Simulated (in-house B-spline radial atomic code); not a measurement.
Pr4+: [Kr] 4d10 4f1 5s2 5p5 8d1 (an excited or competing configuration)

Method: Dirac-Hartree-Fock, average of configuration, Fermi nucleus of rms radius 4.8919 fm. Calculated with a B-spline radial code for spherical atoms.

Z_r = [3n² - l(l+1)]/(2<r>); Z_e = n√(-2ε); the last column is Slater's effective charge. Values are occupation-weighted means over j. An effective charge above Z reflects the relativistic contraction of the inner shells.

```
shell  electrons   ε (eV)  <r> (bohr)    Z_r    Z_e  Slater
   1s          2   -42294     0.02409  62.27  55.75   58.70
   2s          2  -6968.4      0.1025  58.55  45.26   54.85
   2p          6  -6249.5     0.09033  55.35  42.86   54.85
   3s          2  -1603.3      0.2709  49.84  32.57   47.75
   3p          6  -1368.7       0.269  46.46  30.09   47.75
   3d         10  -1031.8      0.2469  42.53  26.12   37.85
   4s          2  -390.91      0.6188  38.78  21.44   31.25
   4p          6  -310.49       0.654  35.17  19.11   31.25
   4d         10  -190.31      0.7163  29.32  14.96   19.85
   5s          2  -101.59       1.423  26.35  13.66   12.75
   5p          5  -77.938       1.581  23.09  11.97   12.75
   4f          1  -71.407      0.8915  20.19   9.16   13.00
   8d          1  -9.1933       10.61   8.77   6.58    5.00
```

The least bound orbital is 8d5/2 at -9.179 eV, and it is also the most diffuse (<r> = 10.62 bohr).

Spin-orbit splittings of the orbital energies (j = l + 1/2 above j = l - 1/2 when positive): 2p 483.7 eV, 3p 98 eV, 3d 20.81 eV, 4p 21.58 eV, 4d 3.878 eV, 5p 3.826 eV, 4f 0.3917 eV, 8d 0.03585 eV.

For the 1s electron the small component carries 4.78 % of the norm, the zero-frequency Breit interaction raises the level by 115.8 eV, self-energy by 67.9 eV, and vacuum polarisation lowers it by 10.27 eV.
